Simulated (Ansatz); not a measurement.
```yaml
crystal:
  periodic: [false, false, false]
  atoms:
    - {symbol: C, position_ang: [-3.871037, 0.966833, 0.463747]}
    - {symbol: N, position_ang: [-3.178340, 0.041484, -0.411735]}
    - {symbol: C, position_ang: [-3.849180, -1.230520, -0.503735]}
    - {symbol: C, position_ang: [-1.754032, 0.016232, -0.281035]}
    - {symbol: C, position_ang: [-0.989204, 1.195514, -0.548066]}
    - {symbol: C, position_ang: [0.387804, 1.161218, -0.426359]}
    - {symbol: C, position_ang: [1.054036, -0.053736, -0.045407]}
    - {symbol: C, position_ang: [2.493937, -0.082884, 0.087047]}
    - {symbol: N, position_ang: [3.182670, 1.099583, -0.155086]}
    - {symbol: C, position_ang: [4.499222, 1.070504, -0.037497]}
    - {symbol: C, position_ang: [5.233886, -0.089143, 0.319180]}
    - {symbol: C, position_ang: [4.435258, -1.241434, 0.547959]}
    - {symbol: N, position_ang: [3.118036, -1.267264, 0.443067]}
    - {symbol: N, position_ang: [0.319327, -1.197679, 0.182553]}
    - {symbol: C, position_ang: [-1.007272, -1.133231, 0.076227]}
    - {symbol: H, position_ang: [-3.935470, 0.608073, 1.530115]}
    - {symbol: H, position_ang: [-4.911446, 1.139029, 0.104846]}
    - {symbol: H, position_ang: [-3.349762, 1.943511, 0.480187]}
    - {symbol: H, position_ang: [-3.350729, -1.870774, -1.259456]}
    - {symbol: H, position_ang: [-4.906249, -1.075737, -0.815975]}
    - {symbol: H, position_ang: [-3.876471, -1.811611, 0.460945]}
    - {symbol: H, position_ang: [-1.501105, 2.118487, -0.870351]}
    - {symbol: H, position_ang: [1.011576, 2.044194, -0.627553]}
    - {symbol: H, position_ang: [5.034520, 2.025022, -0.235490]}
    - {symbol: H, position_ang: [6.330191, -0.094397, 0.412411]}
    - {symbol: H, position_ang: [4.925750, -2.198721, 0.833995]}
    - {symbol: H, position_ang: [-1.545928, -2.082552, 0.275490]}
basis:
  gaussian: {orbitals: def2-TZVP, initial_orbitals: start.molden}
total_charge: -1
magnetization: {spin_polarized: true, initial_magnetization: 1}
hamiltonian: {xc: pbe0, dispersion: d4}
scf: {omitted_lower_state_checks: [starts]}
output: {orbitals: {seedname: orbitals}}
```

The file start.molden holds the orbitals of an earlier run on this structure, at another level or in another basis.

```sh
$ ansatz run in.yaml --threads 6 --pin off --events-out ev --progress --plain --max-ram 7833MiB
```

(1) Does this run fit into the memory that it is given?

## Answers

(1) No. It has 537 basis functions, and Ansatz plans for 9 GiB where 8 GiB are given.
